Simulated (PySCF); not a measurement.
# TDDFT excited states: C7H7FS

Species: 4-fluorothioanisole, C7H7FS.
InChI=1S/C7H7FS/c1-9-7-4-2-6(8)3-5-7/h2-5H,1H3

Method used: TDDFT B3LYP/def2-SVPD, vertical, gas phase, core orbitals frozen in the response in PySCF. Geometry: PBE0-D3(BJ)/def2-SVP, one conformer, isolated molecule. Torsions of this conformer, `[CH3:1][S:2][c:3]1[cH:4][cH:5][c:6]([F:7])[cH:8][cH:9]1`: C1–S2–C3–C4 2°.

```
state  E (eV)  E (kJ/mol)  λ (nm)       f  |μ| (D)  main configurations (H = HOMO, L = LUMO)
   S1    4.35         420   284.8   0.020     1.09                                 H→L (94%)
   S2    5.02         484   247.1   0.126     2.57                  H→L+1 (52%), H→L+2 (41%)
   S3    5.05         487   245.6   0.109     2.39                  H→L+2 (51%), H→L+1 (42%)
   S4    5.51         532   225.0  0.0024     0.34                               H→L+3 (91%)
   S5    5.86         565   211.7   0.013     0.76                               H→L+4 (96%)
   S6    6.05         584   204.8   0.021     0.97                H-2→L (55%), H-1→L+1 (39%)
```

The lowest singlet lies at 4.35 eV (285 nm, ultraviolet) and is weak; its leading configuration is HOMO→LUMO (94%). The strongest level in the table is S2 at 5.02 eV (247 nm, f = 0.126). Löwdin shares by element: HOMO sulfur 42%, carbon 29% or more (atoms not listed hold the other 29%); LUMO carbon 74% or more (atoms not listed hold the other 26%). Of the 6 states listed, 5 reach f = 0.01 and none stays under 0.0005. The oscillator strengths of these states sum to 0.291; summed over the whole spectrum of an exact calculation they would give the number of electrons, 74 (Thomas–Reiche–Kuhn). Orbital energies (eV): HOMO-3 -9.12, HOMO-2 -8.02, HOMO-1 -7.51, HOMO -5.93, LUMO -0.87, LUMO+1 -0.49, LUMO+2 0.07. The window holds the lowest 6 singlets.

Hardware: an Arm Neoverse V1 with one thread, no GPU, shared host with 32 logical CPUs at a one-minute load of 16. Cost: 57 s of wall time, 1.0 GiB resident at most.
